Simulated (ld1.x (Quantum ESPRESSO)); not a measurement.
**silver (Ag): one change to a TM potential, before and after**

silver, norm-conserving Troullier–Martins (Kleinman–Bylander form), made with ld1.x (Quantum ESPRESSO) 7.5 (BP86, scalar-relativistic). Core [Kr], reference 4d10 5s0 5p0 (charge +1). Waves: 5s (bound, empty): rc 1.80 bohr; 4d (bound): rc 1.60 bohr; 5p (bound, empty): rc 1.05 bohr. Local part: the p channel. Core correction: a·sin(br)/r model core inside 1.00 bohr.

Change: all radii but the core radius scaled by about 1.05 (s 1.90, p 1.10, d 1.68 bohr).

Cutoffs: the cutoffs (Ry, on a coarse ladder) from which the occupation-weighted sum of valence levels, in a spherical-Bessel basis at the reference potential, stays within 10 and 1 mRy of its value at 400 Ry; they do not see the model core or the augmentation charge, which bear on the density cutoff. Errors are all-electron minus pseudo energies relative to the spin-unpolarised reference configuration.

Question: What does the change do?

Answer: The potential gets neither clearly harder nor softer (70 Ry and 100 Ry → 70 Ry and 110 Ry); the bound ghosts move from p, s to d, p, s; of the 6 tests that both files solve, the error grows in 5 and shrinks in 0 by more than 15 % and 0.3 meV (median size 82.1 → 164.8 meV). More of the atom is replaced by a form fitted at one configuration, so other configurations suffer.

```csv
quantity,base,changed
"cutoff, loose",70 Ry,70 Ry
"cutoff, tight",100 Ry,110 Ry
bound ghosts,"p (extra level of the local part), s","s, d, p (extra level of the local part)"
"tests counted (converged, no solver errors)",6 of 7,6 of 7
"error for 4d10 5s1 5p0, meV [ΔE -7.90 eV]",-7.0,-7.7
"error for 4d9 5s0 5p0, meV [ΔE 22.22 eV]",-55,-132
"error for 4d8 5s0 5p0, meV [ΔE 58.50 eV]",-316,-702
"error for 4d10 5s0.5 5p0, meV [ΔE -4.80 eV]",-1.7,-2.1
"error for 4d9 5s2 5p0, meV [ΔE -3.89 eV]",-109,-198
"error for 4d7 5s0 5p0, meV [ΔE 110.28 eV]",-942,-1945
```

Base: Tests not counted: 4d9 5s1 5p1 (solver errors, printed error -2.6 eV). The 5p radius (1.05 bohr) lies inside the outermost node of the all-electron wave (1.24 bohr), which a nodeless pseudo-wave cannot match soundly. Changed file: The cutoffs count occupied waves only; the empty 5p level needs 120 Ry at the loose tolerance. Tests not counted: 4d9 5s1 5p1 (solver errors, printed error -2.6 eV). These tests converged, but a pseudo level misses the all-electron one widely, so the file describes the atom poorly there or has found another state: 4d7 5s0 5p0: empty 5s by 8.0 eV. The 5p radius (1.10 bohr) lies inside the outermost node of the all-electron wave (1.24 bohr), which a nodeless pseudo-wave cannot match soundly. A true bound ghost makes a file unfit for plane-wave use even where its test errors are small: the radial tests pick states by their node count and pass the ghost by. Where a test does run into it, the solver fails or the error is huge.
